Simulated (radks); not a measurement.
Spin polarisation of the 5d3 shell in Ta. Start: [Xe] 4f14 5d(up 1.5, down 1.5) 6s2; electrons of 5d are moved from spin down to spin up, other shells keep equal spins. All-electron calculation, non-relativistic Kohn-Sham, TPSS, spin-polarised, spherical densities, point nucleus; meta-GGA in the generalised Kohn-Sham scheme. Program: a radial shooting solver on a logarithmic mesh with Libxc functionals.

| moment (Bohr magnetons) | E - E(0) (eV) | e(5d up) (eV) | e(5d down) (eV) | 6s down minus up (eV) |
|---|---|---|---|---|
| 0 | 0.000 | -4.738 | -4.738 | 0.000 |
| 0.75 | -0.088 | -4.959 | -4.491 | 0.245 |
| 1.5 | -0.352 | -5.157 | -4.216 | 0.491 |
| 2.25 | -0.795 | -5.332 | -3.910 | 0.739 |
| 3 | -1.420 | -5.482 | -3.568 | 0.982 |

At moment 3 the spin-polarisation energy is -1.420 eV and the 5d exchange splitting 1.914 eV, that is 0.638 eV per Bohr magneton; E = -I m^2/4 would give I = 0.631 eV.
